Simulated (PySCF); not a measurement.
**Cost of excited-state runs on SMILES [C-]#[N+]c1ccco1, C$_{5}$H$_{3}$NO**

Numbering as in the mapped SMILES `[C-:1]#[N+:2][c:3]1[cH:4][cH:5][cH:6][o:7]1` (H(Xn): hydrogen on atom n).

PySCF with density fitting, on 1 thread of an Arm Neoverse V2, shared host. Command: `OMP_NUM_THREADS=1 python excited_run.py task.json out`

How long does each of these runs take, and how much memory?
- first hyperpolarisability, CAM-B3LYP/def2-TZVPD; usual settings
- excited states, CAM-B3LYP/def2-TZVPD; Tamm-Dancoff; spin-orbit couplings; 6 states; 5 triplets; quadratic response for 4 states
- excited states, CAM-B3LYP/def2-TZVPD; two-photon moments; 8 states; quadratic response for 6 states; 0 triplets


```csv
run,level,basis functions,wall time,peak memory (GiB)
first hyperpolarisability,CAM-B3LYP/def2-TZVPD,289,40 s,1
excited states,CAM-B3LYP/def2-TZVPD,289,43 s,1.1
excited states,CAM-B3LYP/def2-TZVPD,289,54 s,1.1
```
Times from a shared host are rough.
